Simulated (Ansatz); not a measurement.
```yaml
crystal:
  periodic: [false, false, false]
  atoms:
    - {symbol: F, position_ang: [-1.176762, -1.995017, 2.127377]}
    - {symbol: Al, position_ang: [-0.657258, -1.037435, 0.898657]}
    - {symbol: C, position_ang: [0.778401, 0.195304, 0.466493]}
    - {symbol: Si, position_ang: [-0.365179, 0.164548, -1.056514]}
    - {symbol: Cl, position_ang: [-1.051939, 1.944042, -1.837444]}
    - {symbol: H, position_ang: [1.864262, 0.236719, 0.397467]}
    - {symbol: H, position_ang: [0.436920, 1.018678, 1.123999]}
    - {symbol: H, position_ang: [0.263755, -0.583840, -2.175835]}
basis:
  gaussian: {orbitals: def2-mTZVPP, final_grid: {core_spheres: 20, valence_spheres: 16, degree: 47}}
total_charge: -1
magnetization: {spin_polarized: true, initial_magnetization: 2}
hamiltonian: {xc: {name: B3LYP}, dispersion: d4, pseudopotentials: {relativity: scalar}}
```

```sh
$ ansatz run in.yaml --threads 2 --pin off --events-out ev --progress --plain --max-ram 4352MiB
```

Shortened log:

```
Error: a molecule whose nuclei and cores have a total charge of 62 cannot have a net charge of -1 together with 2 unpaired electrons
```

Problem. Something in this input is off. What?

Solution. The number of unpaired electrons doesn't fit the electron count. The input was rejected before any iteration.

B3LYP here is the variant with VWN-RPA as its local correlation; programs differ in this.
